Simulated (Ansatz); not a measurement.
Ga(IMe)F3 (C5H8F3GaN2). Charge 0, multiplicity 1. Geometry PBE-D4/def2-SVP; atoms count from 1.

```xyz
19

Ga    0.6430    1.9356   -0.9711
C     0.0703    0.1878   -0.0950
N     0.0479   -0.0933    1.2331
C     0.4742    0.8447    2.2711
C    -0.4347   -1.3731    1.4463
C    -0.7148   -1.8999    0.2082
N    -0.3948   -0.9241   -0.7200
C    -0.5324   -1.0459   -2.1708
H    -0.4089    1.2978    2.7633
H     1.0814    0.3085    3.0246
H     1.0867    1.6325    1.7861
H    -0.5287   -1.8065    2.4465
H    -1.1009   -2.8820   -0.0808
H     0.0900   -0.2557   -2.6387
H    -0.1759   -2.0427   -2.4915
H    -1.5926   -0.9200   -2.4666
F     1.2758    1.4242   -2.5796
F     1.8831    2.5982    0.1567
F    -0.7688    3.0138   -1.1216
```

Q: Estimate the Mulliken populations from the PBE0/def2-TZVP orbitals of Ansatz.

A: 
| atom | charge (e) |
| --- | --- |
| Ga1 | 0.84 |
| C2 | -0.04 |
| N3 | 0.04 |
| C4 | -0.35 |
| C5 | -0.12 |
| C6 | -0.12 |
| N7 | 0.04 |
| C8 | -0.35 |
| H9 | 0.16 |
| H10 | 0.15 |
| H11 | 0.22 |
| H12 | 0.17 |
| H13 | 0.17 |
| H14 | 0.22 |
| H15 | 0.15 |
| H16 | 0.16 |
| F17 | -0.44 |
| F18 | -0.44 |
| F19 | -0.43 |
Mulliken values depend strongly on the basis.

Q: And the Mayer bond orders between heavy atoms (over 0.3)?

A: Ga1–C2 0.73 (2.04 Å); Ga1–F17 0.84 (1.80 Å); Ga1–F18 0.84 (1.80 Å); Ga1–F19 0.94 (1.78 Å); C2–N3 1.32 (1.36 Å); C2–N7 1.32 (1.36 Å); N3–C4 0.90 (1.46 Å); N3–C5 1.17 (1.38 Å); C5–C6 1.65 (1.37 Å); C6–N7 1.17 (1.38 Å); N7–C8 0.90 (1.46 Å).
